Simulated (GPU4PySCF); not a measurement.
A structure optimised at B3LYP-D3(BJ)/def2-TZVP, used in a GPU4PySCF frequency run:

```
N
N 1 1.2476
C 1 1.4144 2 115.45
C 3 1.3945 1 115.56 2 180.00
H 4 1.0818 3 118.37 1 0.00
C 4 1.3881 5 121.44 3 180.00
H 6 1.0821 4 119.98 5 0.00
C 6 1.3894 7 120.17 4 180.00
H 8 1.0823 6 120.07 7 0.00
C 8 1.3950 9 119.93 6 180.00
H 10 1.0825 8 119.78 9 0.00
C 10 1.3836 11 119.76 8 180.00
H 12 1.0801 10 121.39 11 0.00
C 2 1.4144 1 115.45 3 180.00
C 14 1.3945 2 115.56 1 180.00
H 15 1.0818 14 118.37 2 0.00
C 15 1.3881 16 121.44 14 180.00
H 17 1.0821 15 119.98 16 0.00
C 17 1.3894 18 120.17 15 180.00
H 19 1.0823 17 120.07 18 0.00
C 19 1.3950 20 119.93 17 180.00
H 21 1.0825 19 119.78 20 0.00
C 21 1.3836 22 119.76 19 180.00
H 23 1.0801 21 121.39 22 0.00
```

Task: Write its SMILES, formula and point group.

Result: c1ccc(/N=N/c2ccccc2)cc1, C12H10N2, C2h

Task: What are its rotational constants (standard atomic weights)?

Result: 2.7561, 0.29348, 0.26524 GHz
